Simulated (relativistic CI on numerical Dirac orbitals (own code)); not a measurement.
Input to a radial Dirac CI calculation:

```
atom Sm  Z=62  charge=60  electrons=2
nucleus A=152  rms_radius_fm=5.0819
hamiltonian dirac-coulomb  breit=on  qed=on  c_scale=1
orbitals kli  potential=per-configuration
slater_scale 1
correlation none
mixing on
configurations
  1s2
  1s 2p
  1p 2p
  1s 1p
end
```

(1) How did the run end?

## Answers

(1) The self-consistent field of one configuration failed: SCF of 1p 2p ended with code -1.
